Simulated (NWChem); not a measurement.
Molecule: C4H4N, doublet; SMILES [c]1ccc[nH]1

Results from NWChem. Spin-unrestricted. In the optimisation the excess spin sits in a' (Cs, its own frame). Geometry: optimised at B3LYP/6-31G* (spherical d), spin-unrestricted. No stability test was run on the SCF state. Level: PBE0/def2-SVP with COSMO at NWChem's default radii, gas-phase geometry; rows give the dielectric constant. Reactions with the solvent are ignored.

For dielectric constant 1.5:

```
Quantity                                   Value
-----------------------------------------  -----
electrostatic solvation energy (kcal/mol)   -1.7
dipole in solution (D)                      2.02
```

Question: Estimate the same quantities for dielectric constant 20.7.

Answer: The electrostatic solvation energy (kcal/mol) comes out as -5.5 and the dipole in solution (D) is 2.42.
